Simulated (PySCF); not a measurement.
## Substituent effects on chemical shifts

Parent skeleton `[CH3:1][S+:2]1[CH2:3][CH2:4][CH2:5][CH2:6]1`; one hydrogen on atom 1 is replaced by X. Hydrogens on one atom are averaged.

- PBE0/pcSseg-1 with gauge-including orbitals
- geometry from GFN2-xTB
- program: PySCF 2.14
- non-relativistic Hamiltonian, averaged over atoms made equivalent by symmetry, fast rotation or ring inversion, no solvent, a single conformation

Scale: 13C (186.93 ppm), 1H (31.72 ppm) vs TMS; 33S (503.73 ppm) against CS2 (reference shieldings calculated alike).

Parent (X = H): C1 31.8, S2 86.3, C3/C6 53.3, C4/C5 33.2, H(C1) 2.77, H(C3)/H(C6) 3.45, H(C4)/H(C5) 2.56 ppm. Effects are Δδ = δ(X) − δ(H), positive for deshielding.

Q: Give Δδ (ppm) for X = CHF2, CH2SiH3, SSiH3, CHO.

A: 
| X | SMILES | C1 | S2 | C3/C6 | C4/C5 | H(C1) | H(C3)/H(C6) | H(C4)/H(C5) |
| --- | --- | --- | --- | --- | --- | --- | --- | --- |
| CHF2 | FC(F)C[S+]1CCCC1 | +25.1 | +8.1 | -0.4 | +0.9 | +0.59 | +0.26 | +0.01 |
| CH2SiH3 | [SiH3]CC[S+]1CCCC1 | +23.6 | +30.1 | -3.6 | -0.5 | +0.29 | -0.06 | -0.11 |
| SSiH3 | [SiH3]SC[S+]1CCCC1 | +30.6 | +19.5 | -2.4 | -0.5 | +1.46 | +0.18 | -0.13 |
| CHO | O=CC[S+]1CCCC1 | +37.4 | +11.0 | -2.1 | +0.1 | +1.59 | +0.04 | -0.08 |

Q: Which position responds most, and to which substituents?

A: S2: from +8.1 ppm with CHF2 to +30.1 ppm with CH2SiH3.
